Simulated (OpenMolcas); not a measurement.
## Au4+ in a point-charge field

Au4+ among 4 point charges of -2.5 e arranged as a tetrahedron (Td), 1.96 Å from the ion.
```
   1.1316    1.1316    1.1316  -2.50
   1.1316   -1.1316   -1.1316  -2.50
  -1.1316    1.1316   -1.1316  -2.50
  -1.1316   -1.1316    1.1316  -2.50
```

- Program: OpenMolcas
- Method: CASSCF
- Basis: ANO-RCC-VDZP [7s6p4d2f]
- Scalar Hamiltonian: DKH2, point nucleus
- Active space: 7 electrons in 5 orbitals (5d)
- State averaging: 2S+1 = 4 even, 10 roots; 2S+1 = 2 even, 40 roots
- Spin-orbit coupling: state interaction with AMFI integrals over the reference wave functions

The lowest spin-free states (labels of Td), above the lowest:

| State | Degeneracy | E (cm-1) | Free-ion L (%) |
| --- | --- | --- | --- |
| 4A2 | 1 | 0.0 | F (100) |
| 4T2 | 3 | 3836 | F (100) |
| 4T1 | 3 | 6656 | F (98) |
| 2E | 2 | 17872 | G (81) |
| 2T1 | 3 | 18206 | G (75) |
| 4T1 | 3 | 19125 | P (98) |
| 2A1 | 1 | 19464 | G (100) |
| 2T2 | 3 | 20414 | G (93) |
| 2T1 | 3 | 23478 | H (56) |
| 2T2 | 3 | 23561 | H (80) |
| 2E | 2 | 25213 | H (59) |
| 2T1 | 3 | 26065 | P (55) |
| 2T1 | 3 | 26975 | H (85) |
| 2T2 | 3 | 28196 | D (75) |
| 2E | 2 | 30284 | D (53) |
| 2A2 | 1 | 38455 | F (100) |
| 2T2 | 3 | 39158 | F (99) |
| 2T1 | 3 | 40105 | F (98) |
| 2E | 2 | 59812 | D (100) |
| 2T2 | 3 | 60329 | D (99) |

The lowest levels with spin-orbit coupling:

```json
{"E (cm-1)": "0.0", "Degeneracy": "4", "Label": "Γ8", "2S+1": "4 (86 %)", "g": ""}
{"E (cm-1)": "1955", "Degeneracy": "4", "Label": "Γ8", "2S+1": "4 (81 %)", "g": ""}
{"E (cm-1)": "2682", "Degeneracy": "2", "Label": "Γ6", "2S+1": "4 (79 %)", "g": "4.46 4.46 4.46"}
{"E (cm-1)": "12938", "Degeneracy": "4", "Label": "Γ8", "2S+1": "4 (75 %)", "g": ""}
{"E (cm-1)": "13974", "Degeneracy": "2", "Label": "Γ6", "2S+1": "4", "g": "2.63 2.63 2.63"}
{"E (cm-1)": "14174", "Degeneracy": "2", "Label": "Γ7", "2S+1": "4", "g": "3.77 3.77 3.77"}
{"E (cm-1)": "15777", "Degeneracy": "4", "Label": "Γ8", "2S+1": "4 (68 %)", "g": ""}
{"E (cm-1)": "15831", "Degeneracy": "2", "Label": "Γ7", "2S+1": "4 (69 %)", "g": "1.94 1.94 1.94"}
{"E (cm-1)": "16183", "Degeneracy": "4", "Label": "Γ8", "2S+1": "4 (60 %)", "g": ""}
{"E (cm-1)": "23301", "Degeneracy": "4", "Label": "Γ8", "2S+1": "4 (80 %)", "g": ""}
{"E (cm-1)": "23670", "Degeneracy": "2", "Label": "Γ6", "2S+1": "2 (81 %)", "g": "3.78 3.78 3.78"}
{"E (cm-1)": "24029", "Degeneracy": "4", "Label": "Γ8", "2S+1": "2 (65 %)", "g": ""}
{"E (cm-1)": "24603", "Degeneracy": "4", "Label": "Γ8", "2S+1": "4 (76 %)", "g": ""}
{"E (cm-1)": "26313", "Degeneracy": "4", "Label": "Γ8", "2S+1": "2 (85 %)", "g": ""}
{"E (cm-1)": "26376", "Degeneracy": "2", "Label": "Γ7", "2S+1": "4", "g": "2.46 2.46 2.46"}
{"E (cm-1)": "29371", "Degeneracy": "2", "Label": "Γ6", "2S+1": "4 (64 %)", "g": "1.99 1.99 1.99"}
{"E (cm-1)": "31671", "Degeneracy": "4", "Label": "Γ8", "2S+1": "2", "g": ""}
{"E (cm-1)": "32066", "Degeneracy": "2", "Label": "Γ7", "2S+1": "2", "g": "3.85 3.85 3.85"}
{"E (cm-1)": "32977", "Degeneracy": "2", "Label": "Γ6", "2S+1": "2", "g": "3.10 3.10 3.10"}
{"E (cm-1)": "33339", "Degeneracy": "4", "Label": "Γ8", "2S+1": "2", "g": ""}
```

Powder χT (cm3 K/mol): 3.92 at 2 K, 3.93 at 10 K, 3.96 at 50 K, 4 at 100 K, 4.09 at 200 K, 4.18 at 300 K. The effective moment at 300 K is 2.828 √(χT) = 5.78 μB.

A least-squares ligand-field fit to the states below 45000 cm-1, each weighted by its degeneracy and with a free common offset, gives 10Dq = -3685 cm-1 (negative for this site), B = 956 cm-1 and C = 3960 cm-1 (C/B = 4.14), with an rms deviation of 66 cm-1.

Spin-orbit coupling mixes the spin-free states strongly: the lowest level takes only 44 % from its leading state, 4A2. Without dynamic correlation the repulsion within the d shell is too large (B by tens of per cent), so at a given field states of lower spin stand too high. This is an electrostatic model: the charges have no orbitals. No measured value stands beside these numbers.
